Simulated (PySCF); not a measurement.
C₂H₆Mg, charge +1, multiplicity 2. Atoms are numbered in the order given.

```xyz
9

Mg     0.0000     0.0000     0.0000
C      0.0000     0.0000    -2.1732
H      0.9192     0.5248    -2.4212
H     -0.9141     0.5336    -2.4212
H     -0.0051    -1.0585    -2.4212
C      0.0000     0.0000     2.1732
H      0.9192    -0.5248     2.4212
H     -0.9141    -0.5336     2.4212
H     -0.0051     1.0585     2.4212
```
Charge +1, spin multiplicity 2.

Coordinates come from a B3LYP-D3(BJ)/def2-TZVP optimisation. The spin state was assumed, not searched. The isomer is the one that the SMILES or the coordinates give; other isomers of the formula were not compared.

Calculation: TDA-B3LYP/def2-SVPD (PySCF).

Vertical excitations; the highest root listed may be one member of a degenerate set. The molecule is in vacuum.

```
state    energy (eV)  λ (nm)      f                                       main pairs
-------  -----------  ------  -----  -----------------------------------------------
root 1          2.39     518  0.331               α HOMO→LUMO 11 %, β HOMO→LUMO 87 %
root 2          4.81     258  0.001                   β HOMO−1→LUMO (degenerate set)
root 3          4.81     258  0.001                   β HOMO−2→LUMO (degenerate set)
root 4          4.84     256  0.000                   β HOMO−3→LUMO (degenerate set)
root 5          4.84     256  0.000                   β HOMO−4→LUMO (degenerate set)
root 6          5.32     233  0.000           α HOMO−1→LUMO 17 %, β HOMO→LUMO+1 81 %
root 7          5.89     211  0.075  α HOMO−1→LUMO+1, β HOMO→LUMO+2 (degenerate set)
root 8          5.89     211  0.075  α HOMO−1→LUMO+2, β HOMO→LUMO+3 (degenerate set)
root 9          6.23     199  0.781                α HOMO→LUMO 86 %, β HOMO→LUMO 9 %
root 10         6.50     191  0.000                               α HOMO→LUMO+1 99 %
```
Unrestricted roots are not spin-pure.
